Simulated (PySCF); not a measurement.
C3H6O2SSi.
Z-matrix (Å and degrees, GFN2-xTB geometry), rows numbered from 1:
```
O 
Si  1  1.6224
C   2  1.9057  1  100.97
C   3  1.5336  2  117.25  1   -75.37
O   4  1.4364  3   90.00  2  -110.01
C   5  1.3539  4   91.68  3    -2.69
S   6  1.6086  3  135.90  2   -63.76
H   1  0.9529  2  122.93  3  -178.55
H   2  1.4614  1  111.02  3  -116.42
H   2  1.4568  1  112.70  3   116.63
H   3  1.0880  2  110.78  1    60.07
H   4  1.0901  3  116.86  2     3.95
H   4  1.0911  3  115.98  2   136.57
```

Method: TDDFT B3LYP/def2-SVPD, vertical, gas phase, core orbitals frozen in the response in PySCF 2.14.0, density-fitted response routines.

Frontier orbitals with the atoms that hold most of them (Löwdin shares over 4%, at most four atoms; ? is withheld):

```tsv
orbital	ε (eV)	atoms
HOMO-3	-9.16	C3 25%, O5 19%, Si2 17%, O1 14%
HOMO-2	-9.01	O1 39%, Si2 24%, H10 17%, H9 13%
HOMO-1	-7.27	?
HOMO	-6.43	S7 75%, C6 14%, C3 4%, O5 4%
LUMO	?	?
LUMO+1	-0.64	O1 29%, Si2 28%, H8 14%, H10 8%
LUMO+2	0.18	Si2 19%, C4 13%, S7 10%, C3 8%
```

Q: Which atoms hold the LUMO, and with what shares?

A: C6 (bonded to C, O and S) 36%; S7 (bonded to C) 34%; O5 (bonded to 2 C) 15%; C3 (bonded to 2 C, Si and H) 6%. By element: carbon 42% or more, sulfur 34%, oxygen 15% or more.

Q: Give the leading atoms of the HOMO-1.

A: S7 (bonded to C) 52%; C6 (bonded to C, O and S) 19%; O5 (bonded to 2 C) 16%.

Q: What is the LUMO energy, and the HOMO–LUMO gap?

A: ε(LUMO) = -1.57 eV; the gap is 4.85 eV (0.1783 hartree).

Q: How does S1 compare with the orbital gap of 4.85 eV?

A: S1 is at 3.46 eV (f = 0.0002), 1.40 eV below the gap, made of HOMO→LUMO (100%). Without the coupling terms of the response equations the lowest excitation would equal the gap.

Q: One configuration dominates each of S1, S2, S3 and S5. Which, and how do the shares of the two leading atoms of either orbital change from the occupied to the empty one?

A: 
- S1 (3.46 eV, f 0.0002), HOMO→LUMO (100%): S7 75% → 34%, C6 14% → 36%; low, almost dark, from the terminal sulfur into the C=S bond, the pattern of n→π*
- S2 (5.13 eV, f 0.0023), HOMO→LUMO+1 (97%): S7 75% → at most 8%, C6 14% → at most 8%, O1 at most 4% → 29%, Si2 at most 4% → 28%
- S3 (5.39 eV, f 0.183), HOMO-1→LUMO (86%): S7 52% → 34%, C6 19% → 36%
- S5 (5.94 eV, f 0.0030), HOMO-1→LUMO+1 (97%): S7 52% → at most 8%, C6 19% → at most 8%, O1 at most 4% → 29%, Si2 at most 4% → 28%

Time: 38 s of wall time (grids of density and orbitals included); peak memory 0.81 GiB. Hardware: one thread of an Intel Xeon Platinum 8375C at 2.90 GHz (shared host).

One conformer stands for the species.
